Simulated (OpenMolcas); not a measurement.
## Hg+: CASPT2 settings compared

- Program: OpenMolcas
- Basis: ANO-RCC-VQZP [9s8p6d4f2g1h]
- Scalar Hamiltonian: DKH4, point nucleus
- Active space: 1 electron in 4 orbitals (6s 6p)
- State averaging: 2S+1 = 2 even, 1 root; 2S+1 = 2 odd, 3 roots
- Spin-orbit coupling: RASSI with atomic mean-field integrals over the reference wave functions, term energies averaged over their components

Methods on the same reference wave functions:
A. CASSCF
B. SS-CASPT2, IPEA 0.2 Eh, sigma2 regulariser 0.15 Eh (closed shells correlated: 5d)
C. SS-CASPT2, IPEA 0.1 Eh, sigma1 regulariser 0.4 Eh (closed shells correlated: 5d)

Energies in eV above 6s ²S_1/2, the measured ground level; measured values from NIST Handbook of Basic Atomic Spectroscopic Data.

```
     Level       A       B       C  Measured
 6s ²S_1/2  0.0000  0.0000  0.0000    0.0000
6p ²P°_1/2  6.0344   6.733   6.740    6.3835
6p ²P°_3/2  6.9059   7.604   7.611    7.5145
```

Deviations, from unrounded energies. A percentage is the sum of absolute deviations over the sum of measured energies, with the sign that they share, or ± where signs differ.

| Against measurement | Levels | A | B | C |
| --- | --- | --- | --- | --- |
| mean absolute deviation (cm-1) | 2 | 3900 | 1800 | 1800 |
| other configurations (%) | 2 | -6.9 | +3.2 | +3.3 |

B, C lie about equally close to measurement and A furthest from it. The largest miss of B in the table is 6p ²P°_1/2, by +2800 cm-1. The ranking rests on the paired levels alone, and a cruder setting can come out closer through cancelling errors.

Between B and C the level of the table that moves most is 6p ²P°_1/2, by 55 cm-1 (lowest in B, highest in C).

The lowest spin-free term lies below A's lowest term by 0.392 hartree in B, 0.393 hartree in C.

Spin-orbit splittings of 6p shells tend to come out small when the coupling is added on scalar orbitals. With one active electron the reference holds no correlation, so core polarisation is missing (holds for A). With one active electron, CASPT2 adds the correlation within the correlated inactive shells and between them and that electron, and leaves the splitting within a term as the reference gives it (holds for B; C). Computed and measured levels are paired by configuration, term and J; levels that our copy of the source lacks, or whose pairing is in doubt (as where it misses far off the trend of its configuration), stay unpaired and out of the deviations. Only configurations of the active space appear.

° marks odd parity.
